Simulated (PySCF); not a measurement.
Input for PySCF: R-HF/STO-3G on BrFGe (SMILES [F][Ge][Br]), a point of a bond scan (R = 3.524 Å).

```python
from pyscf import gto, scf, dft, mp
from pyscf.data.elements import chemcore

mol = gto.M(
    atom='''
    Ge    0.54012837   -0.45604254    0.81246222
    F     2.44090575   -2.19991862   -1.58812148
    Br   -0.87710746    0.75843391   -0.64309499
    ''',
    basis='sto-3g',
    charge=0, spin=0, verbose=3, max_memory=1800)
mf = scf.RHF(mol)
mf.conv_tol = 1e-8
mf.max_cycle = 100
mf.kernel()
if not mf.converged:
    mf = mf.newton().run(mf.mo_coeff, mf.mo_occ)
```

Program output:

```
converged SCF energy = -4694.15278538514
```

The run converged.

Cost: around 0.6 core-seconds (rough).
